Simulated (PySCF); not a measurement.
Compound: As₂.
SMILES: `[As]#[As]`

Linear response at PBE0/aug-cc-pVTZ (PySCF, frozen core in the response, non-relativistic). Isolated species at its PBE0-D3(BJ)/def2-TZVP geometry, gas phase. Relativistic effects, spin–orbit coupling among them, are left out although an element past zinc is present.

Static isotropic polarisability: 62.64 au (9.28 Å³), principal values 49.5, 49.5, 89.0 au.

(1) What is the polarisability at 1064 nm and at the sodium D line?

(2) What is the isotropic C6 coefficient between two such molecules, C6 = (3/π)∫α(iω)² dω?

(3) Which effective excitation energy ω̄ makes London's formula C6 = (3/4)α²ω̄ exact here?

(4) What n − 1 at the D line would an ideal gas of it have at 273.15 K and 1 atm (2.6868 × 10¹⁹ cm⁻³), by n − 1 = 2π·N·α′?

(5) How many electrons N does the Slater–Kirkwood formula C6 = (3/4)·√N·α^(3/2) need to give this C6?

(6) How anisotropic is the static polarisability, by Δα² = ½[(α1 − α2)² + (α2 − α3)² + (α3 − α1)²]?

(7) What does −C6/R⁶ come to at R = 6 Å between centres?

(8) What three-body coefficient follows from the one-pole estimate C9 = (3/4)·α·C6?

Answers

(1) 63.81 au at 1064 nm (+1.9 %), 66.69 au at 589.3 nm (+6.5 %). The rise at 589.3 nm is 3.47 times that at 1064 nm; a pure ω² law gives 3.26. The lowest singlet lies at 411 nm, shorter than both wavelengths.

(2) 1048 au (Eh·bohr⁶) by a ten-point quadrature over imaginary frequencies, which is 627 eV·Å⁶ or 60.4 J·nm⁶/mol.

(3) ω̄ = 4·C6/(3α²) = 0.356 Eh = 9.7 eV. A one-pole form α(ω) = α/(1 − ω²/ω̄²) fitted to the 1064 nm value gives 8.6 eV.

(4) 16.68 × 10⁻⁴, a formal value whether or not that pressure can be reached.

(5) N = (4·C6/3)²/α³ = 8.0; the species has 66 electrons in all.

(6) Δα = 39.5 au, or 0.63 of the isotropic value.

(7) -1300 J/mol. This is the leading, orientation-averaged term; C8 and higher terms are left out.

(8) 49300 au. This is an estimate from the two numbers above, not a computed integral.
